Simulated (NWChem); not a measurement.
# CH₆F₂N₂Si; SMILES NC[Si](N)(F)F

```xyz
12

N      0.0201    -2.3977     0.0827
C      0.8245    -1.2336    -0.3551
Si     0.0246     0.4281    -0.0238
N     -1.4666     0.5720    -0.8556
F      1.0782     1.6110    -0.3431
F     -0.3348     0.5859     1.5388
H     -0.9163    -2.3237    -0.3141
H     -0.1081    -2.3550     1.0932
H      1.8055    -1.2876     0.1326
H      1.0335    -1.3431    -1.4285
H     -1.4961     0.5205    -1.8669
H     -2.1762     1.2042    -0.5034
```
Atoms are numbered in this order, from 1.

All runs: NWChem. Medium grid unless said otherwise, to which SCAN and Minnesota functionals are sensitive. All runs use the structure optimised with B3LYP/6-31G* (spherical d). Hybrids' shares of exact exchange are those that their runs print; pure functionals count as 0. The functionals differ in more than this share.

| row | share of exact exchange | highest occupied level (eV) |
|---|---|---|
| PBE/def2-TZVP | 0.00 | -5.43 |
| LDA (Slater exchange, VWN5)/def2-TZVP | 0.00 | -5.56 |
| TPSSh/def2-TZVP | 0.10 | -6.09 |
| B3LYP/def2-TZVP | 0.20 | -6.66 |
| M06-2X/def2-TZVP | 0.54 | -8.34 |
| Hartree-Fock/def2-TZVP | 1.00 | withheld |

Problem. Fit a straight line of the last column on the one before it, predict the withheld value, and compare with the run.

Solution. 
1. Means of the 5 shown rows: x = 0.168, y = -6.416. Slope Σ(x − x̄)(y − ȳ)/Σ(x − x̄)² = -1.055/0.2005 = -5.263; intercept -5.532.
2. The shown rows scatter about the line by 0.062 (root mean square); the largest residual is +0.10, at PBE/def2-TZVP.
3. At x = 1.00 (Hartree-Fock/def2-TZVP; beyond the shown range) the line gives -10.80.
4. The run gives -10.49, +0.31 from the line, 5.0 times the scatter.
